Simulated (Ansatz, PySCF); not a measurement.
Gas-phase reaction in SMILES: N[Si](F)(F)F -> N[Si](F)F + F atom (the F-Si bond at the site shown breaks; other sites are not compared here)
Each molecule is optimised on its own at B3LYP-D3(BJ)/def2-TZVP (Ansatz, a program for electronic structure), one conformer each, not searched for the lowest. Frequencies are from Ansatz or PySCF.

Quantity: bond dissociation energy (enthalpy at 298 K, with B3LYP-D3(BJ) rigid-rotor harmonic-oscillator terms), in kJ/mol. Valence correlation only, unless marked. UHF or UKS for open shells. No spin-orbit coupling. No relativistic terms. CBS(X,Y): correlation extrapolated as X^-3; Hartree-Fock from the larger set.

Level to compare with: CCSD(T)/CBS(aug-cc-pV(T+d)Z,aug-cc-pV(Q+d)Z) (Ansatz), 699.7 kJ/mol. It is a level with limits of its own, and the differences hold the functionals' basis error too.

**Question.** Rank these functionals by how close they come to CCSD(T)/CBS(aug-cc-pV(T+d)Z,aug-cc-pV(Q+d)Z), closest first: B97M-V/def2-TZVPD (Ansatz); LC-wPBE/def2-TZVPD (Ansatz); r2SCAN/def2-TZVPD (Ansatz).

**Answer.** B97M-V/def2-TZVPD (meta-GGA with VV10, 678.9 kJ/mol, difference -20.8), LC-wPBE/def2-TZVPD (range-separated hybrid, 671.5 kJ/mol, difference -28.2), r2SCAN/def2-TZVPD (meta-GGA, 665.3 kJ/mol, difference -34.4)
